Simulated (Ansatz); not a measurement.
`C=[C]([SiH3])[InH2]` + CH₃SH → `CS[SiH3]` + `C=[CH][InH2]` at 600 K and 1 bar (ligand exchange at the Si–C bond).

Computed with Ansatz on PBE0-D4/def2-TZVP structures; ΔE is electronic, products minus reactants. CCSD(T)/CBS adds triple-zeta CCSD(T) − MP2 to the extrapolated MP2 energy (def2 sets, frozen cores). This one scheme is used for every species. Elements past krypton have def2 core potentials. For In outer-core shells are correlated without core-valence functions, which leaves a few kJ/mol of doubt a bond.

```tsv
species	CCSD(T)/CBS energy (Eh)	H − E (kJ/mol)	S (J/(mol·K))
`C=[C]([SiH3])[InH2]`	-559.14593	246.4	466.3
CH₃SH	-438.22835	152.3	296.8
`CS[SiH3]`	-728.52947	217.4	385.5
`C=[CH][InH2]`	-268.86241	186.1	379.4
```

H − E and S are ideal-gas, rigid-rotor, harmonic terms from PBE0-D4/def2-TZVP. 1 Eh = 2625.50 kJ/mol, R = 8.31446 J/(mol·K).

Task: By hand: ΔE, ΔH, ΔS and ΔG.

Result: ΔE = (-728.52947) + (-268.86241) − (-559.14593) − (-438.22835) = -0.01760 Eh = -46.2 kJ/mol. Δ(H − E) = 217.4 + 186.1 − 246.4 − 152.3 = 4.8, so ΔH = -41.4 kJ/mol. ΔS = 385.5 + 379.4 − 466.3 − 296.8 = 1.8 J/(mol·K). ΔG = -41.4 − 600 × (1.8)/1000 = -42.5 kJ/mol.

Task: By hand: the equilibrium constant, and the temperature at which ΔG would vanish if ΔH and ΔS stayed fixed.

Result: log₁₀ K = −ΔG/(RT ln 10) = 3.7. ΔH and −TΔS have one sign here, so there is no such temperature. One of them is within its doubt of zero, so this could turn.

The number of gas molecules stays the same, so ΔS is small and ΔH decides. A doubt of 5 kJ/mol in ΔE shifts log₁₀ K by 0.4 here. These are equilibria of isolated gas molecules and say nothing of rates. Largest T1 diagnostic: 0.014 (customary marks: 0.02 for closed shells, 0.045 for open ones).
